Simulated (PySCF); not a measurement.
C₂H₈O₂Si₂, SMILES C=C[Si@H](O)[SiH2]O. Atoms are numbered in the order given.

```xyz
14

C      1.6589     0.1981    -1.8699
C      1.1888     1.0023    -0.9025
Si     0.6421     0.3378     0.7700
O      1.3057    -1.1866     1.0069
Si    -1.6780     0.0346     0.5564
O     -1.9123    -0.6052    -0.9772
H      1.7933    -0.8763    -1.6970
H      1.9418     0.5702    -2.8612
H      1.0713     2.0723    -1.1249
H      1.0581     1.3010     1.8379
H      2.2697    -1.2333     1.0346
H     -2.3642     1.3563     0.7201
H     -2.2647    -0.9158     1.5394
H     -1.2359    -0.3570    -1.6214
```
Charge 0, spin multiplicity 1.

The structure is a stationary point at B3LYP-D3(BJ)/def2-SVP. The structure was generated by enumeration; whether it is a known compound was not checked. The values are those of a single conformer.

All values below come from B3LYP-D3(BJ)/def2-SVP in PySCF.

Frequencies are harmonic and unscaled.

```json
[
 {"mode": "1", "ν (cm⁻¹)": "48", "IR (km/mol)": "0.5", "moving atoms (share of kinetic energy)": "O 50 %, C 22 %, H 19 %, Si 9 %"},
 {"mode": "2", "ν (cm⁻¹)": "67", "IR (km/mol)": "0.7", "moving atoms (share of kinetic energy)": "C 34 %, O 31 %, H 23 %, Si 12 %"},
 {"mode": "3", "ν (cm⁻¹)": "128", "IR (km/mol)": "8.8", "moving atoms (share of kinetic energy)": "H 41 %, C 31 %, Si 15 %, O 14 %"},
 {"mode": "4", "ν (cm⁻¹)": "135", "IR (km/mol)": "3.5", "moving atoms (share of kinetic energy)": "O 58 %, H 20 %, Si 14 %, C 8 %"},
 {"mode": "5", "ν (cm⁻¹)": "173", "IR (km/mol)": "3.5", "moving atoms (share of kinetic energy)": "O 42 %, C 28 %, H 25 %"},
 {"mode": "6", "ν (cm⁻¹)": "244", "IR (km/mol)": "50.7", "moving atoms (share of kinetic energy)": "H 55 %, Si 20 %, O 15 %, C 11 %"},
 {"mode": "7", "ν (cm⁻¹)": "285", "IR (km/mol)": "62.5", "moving atoms (share of kinetic energy)": "H 57 %, Si 24 %, O 15 %"},
 {"mode": "8", "ν (cm⁻¹)": "288", "IR (km/mol)": "76.4", "moving atoms (share of kinetic energy)": "H 89 %"},
 {"mode": "9", "ν (cm⁻¹)": "396", "IR (km/mol)": "20.4", "moving atoms (share of kinetic energy)": "Si 60 %, H 22 %, C 12 %"},
 {"mode": "10", "ν (cm⁻¹)": "443", "IR (km/mol)": "15.2", "moving atoms (share of kinetic energy)": "Si 45 %, C 24 %, H 19 %, O 12 %"},
 {"mode": "11", "ν (cm⁻¹)": "493", "IR (km/mol)": "54.1", "moving atoms (share of kinetic energy)": "H 71 %, Si 21 %"},
 {"mode": "12", "ν (cm⁻¹)": "528", "IR (km/mol)": "14.8", "moving atoms (share of kinetic energy)": "H 71 %, C 21 %"},
 {"mode": "13", "ν (cm⁻¹)": "641", "IR (km/mol)": "9.0", "moving atoms (share of kinetic energy)": "C 46 %, H 25 %, Si 25 %"},
 {"mode": "14", "ν (cm⁻¹)": "733", "IR (km/mol)": "18.9", "moving atoms (share of kinetic energy)": "H 93 %"},
 {"mode": "15", "ν (cm⁻¹)": "739", "IR (km/mol)": "197.8", "moving atoms (share of kinetic energy)": "H 88 %"},
 {"mode": "16", "ν (cm⁻¹)": "806", "IR (km/mol)": "122.9", "moving atoms (share of kinetic energy)": "H 84 %"},
 {"mode": "17", "ν (cm⁻¹)": "813", "IR (km/mol)": "46.0", "moving atoms (share of kinetic energy)": "H 58 %, O 36 %"},
 {"mode": "18", "ν (cm⁻¹)": "824", "IR (km/mol)": "165.9", "moving atoms (share of kinetic energy)": "O 45 %, H 36 %, Si 19 %"},
 {"mode": "19", "ν (cm⁻¹)": "871", "IR (km/mol)": "193.2", "moving atoms (share of kinetic energy)": "H 42 %, Si 32 %, O 25 %"},
 {"mode": "20", "ν (cm⁻¹)": "908", "IR (km/mol)": "80.8", "moving atoms (share of kinetic energy)": "H 53 %, Si 26 %, O 20 %"},
 {"mode": "21", "ν (cm⁻¹)": "942", "IR (km/mol)": "131.0", "moving atoms (share of kinetic energy)": "H 80 %, Si 11 %, O 9 %"},
 {"mode": "22", "ν (cm⁻¹)": "966", "IR (km/mol)": "88.4", "moving atoms (share of kinetic energy)": "H 93 %"},
 {"mode": "23", "ν (cm⁻¹)": "987", "IR (km/mol)": "32.5", "moving atoms (share of kinetic energy)": "H 73 %, C 27 %"},
 {"mode": "24", "ν (cm⁻¹)": "1003", "IR (km/mol)": "10.3", "moving atoms (share of kinetic energy)": "H 82 %, C 14 %"},
 {"mode": "25", "ν (cm⁻¹)": "1046", "IR (km/mol)": "15.8", "moving atoms (share of kinetic energy)": "H 93 %"},
 {"mode": "26", "ν (cm⁻¹)": "1270", "IR (km/mol)": "0.0", "moving atoms (share of kinetic energy)": "H 71 %, C 28 %"},
 {"mode": "27", "ν (cm⁻¹)": "1412", "IR (km/mol)": "11.5", "moving atoms (share of kinetic energy)": "H 82 %, C 18 %"},
 {"mode": "28", "ν (cm⁻¹)": "1651", "IR (km/mol)": "4.1", "moving atoms (share of kinetic energy)": "C 84 %, H 16 %"},
 {"mode": "29", "ν (cm⁻¹)": "2172", "IR (km/mol)": "100.7", "moving atoms (share of kinetic energy)": "H 97 %"},
 {"mode": "30", "ν (cm⁻¹)": "2184", "IR (km/mol)": "221.1", "moving atoms (share of kinetic energy)": "H 97 %"},
 {"mode": "31", "ν (cm⁻¹)": "2237", "IR (km/mol)": "114.6", "moving atoms (share of kinetic energy)": "H 97 %"},
 {"mode": "32", "ν (cm⁻¹)": "3108", "IR (km/mol)": "10.7", "moving atoms (share of kinetic energy)": "H 95 %"},
 {"mode": "33", "ν (cm⁻¹)": "3122", "IR (km/mol)": "5.6", "moving atoms (share of kinetic energy)": "H 92 %, C 8 %"},
 {"mode": "34", "ν (cm⁻¹)": "3202", "IR (km/mol)": "7.5", "moving atoms (share of kinetic energy)": "H 89 %, C 11 %"},
 {"mode": "35", "ν (cm⁻¹)": "3831", "IR (km/mol)": "73.2", "moving atoms (share of kinetic energy)": "H 94 %"},
 {"mode": "36", "ν (cm⁻¹)": "3849", "IR (km/mol)": "68.6", "moving atoms (share of kinetic energy)": "H 94 %"}
]
```
